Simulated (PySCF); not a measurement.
C₆H₉FOSi.
Numbering: `[CH2:1]=[CH:2][C:3]1=[C:4]([F:5])[Si@H:6]([O:7][CH3:8])[CH2:9]1`

Cartesian coordinates in Å at the GFN2-xTB level; atoms count from 1:
```xyz
18
C6H9FOSi angstrom
C     -2.4063    1.5186   -2.2094
C     -1.9755    1.5546   -0.9507
C     -1.0461    0.6159   -0.3863
C     -0.5507    0.5360    0.8648
F     -0.8491    1.3665    1.8938
Si     0.4651   -1.0319    0.5604
O      2.0736   -0.9538    0.4481
C      3.0470   -1.1346    1.4379
C     -0.3771   -0.5492   -1.0883
H     -2.0728    0.7619   -2.8991
H     -3.1055    2.2429   -2.5903
H     -2.3251    2.3252   -0.2745
H      0.0079   -2.2137    1.2866
H      2.9923   -0.3375    2.1818
H      4.0234   -1.1111    0.9540
H      2.9139   -2.0945    1.9407
H     -1.0950   -1.2592   -1.4911
H      0.2714   -0.2299   -1.9001
```

NICS = −σ at a ghost point: NICS(0) at the centroid of the ring atoms, NICS(1) 1 Å to either side along the normal of their mean plane, zz for the tensor component along that normal. Level: GIAO PBE0/pcSseg-1 (PySCF, non-relativistic, gas phase) on the GFN2-xTB geometry, one conformer.

Ring bond lengths (Å), with Mayer bond orders in brackets: C3–C4 1.348 (1.63), C4–Si6 1.893 (0.87), Si6–C9 1.913 (0.89), C9–C3 1.516 (1.01).

What do the NICS probes read (ppm)?

```json
{"ring": "C3–C4–Si6–C9", "type": "4-membered ring with Si; formal bonds 1 double, 3 single", "NICS(0)": "-8.0", "NICS(1), two faces": "-3.1 / -5.1", "NICS(1)zz, two faces": "1.1 / -2.4", "rms pucker (Å)": "0.01", "centre to ring atoms, mean (Å)": "1.17"}
```

What do they say, and how far can they be read as aromaticity?

- C3–C4–Si6–C9: mean NICS(1)zz -0.7 ppm, near zero. Si6, C9 have four or more neighbours; no verdict on aromaticity is drawn. The two faces differ by 3.5 ppm, so no symmetry operation interchanges them.

At the first NICS(1) probe listed for ring C3–C4–Si6–C9, 1 Å off the ring, what do the in-plane components average?

The isotropic value is a third of the trace: (3 × -3.1 − (1.1))/2 = -5.2 ppm.

Give the inner angles of the rings and the Hirshfeld charges of the ring atoms.

- C3–C4–Si6–C9: C3 102.8° (-0.015 e), C4 95.6° (-0.032 e), Si6 72.1° (+0.418 e), C9 89.4° (-0.165 e); sum 359.9° against 360° for a flat convex ring.
